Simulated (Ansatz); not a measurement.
`S[SiH]1[SiH2]P1`, relaxed with RKS PBE0-D4/def2-TZVP in Ansatz 0.2.0 from a PBE-D4/def2-SVP geometry. The force threshold is 0.005 eV/Å; the program also tests the step.

Total charge 0; spin multiplicity 1.

Start:

```xyz
9

S    -0.583    2.088    1.388
Si    0.284    0.210    0.799
Si   -0.964   -0.953   -0.713
P     0.959    0.144   -1.406
H     0.567    2.811    1.250
H     1.178   -0.455    1.805
H    -0.933   -2.450   -0.781
H    -2.239   -0.349   -1.217
H     1.732   -1.046   -1.124
```

| step | energy (eV) | largest force (eV/Å) | largest move (Å) |
| --- | --- | --- | --- |
| 1 | -35948.7443 | 0.653 | 0.000 |
| 2 | -35948.7796 | 0.231 | 0.043 |
| 3 | -35948.7823 | 0.058 | 0.019 |
| 4 | -35948.7829 | 0.019 | 0.016 |
| 5 | -35948.7831 | 0.007 | 0.006 |
| 6 | -35948.7831 | 0.012 | 0.013 |
| 7 | -35948.7832 | 0.005 | 0.007 |
| 8 | -35948.7832 | 0.005 | 0.005 |

End:

```xyz
9

S    -0.566    2.079    1.382
Si    0.271    0.223    0.774
Si   -0.955   -0.954   -0.715
P     0.936    0.131   -1.399
H     0.581    2.777    1.285
H     1.169   -0.423    1.760
H    -0.928   -2.434   -0.760
H    -2.212   -0.369   -1.232
H     1.705   -1.031   -1.095
```

It took 26 s on 2 threads of an Intel Xeon 6975P-C on a shared host, with 0.52 GiB of host memory at the peak.
